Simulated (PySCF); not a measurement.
Delta-SCF ions had no search for a lower state. Excitations are Tamm–Dancoff values on a coarser integration grid. The basis has no diffuse functions, so Rydberg states are missing or too high.

Species: C4H7NSi, SMILES `C(=C(\[SiH3])C#N)/C` (charge 0, multiplicity 1).

**Question.** What is the computed vertical ionisation energy (Delta-SCF), S1 excitation (TDA) and LUMO (M06-2X/def2-TZVP // B3LYP-D3(BJ)/def2-TZVP in PySCF)?

**Answer.** 
The vertical ionisation energy (Delta-SCF) comes out as 10.11 eV, the S1 excitation (TDA) is 5.94 eV and the LUMO is -0.64 eV.
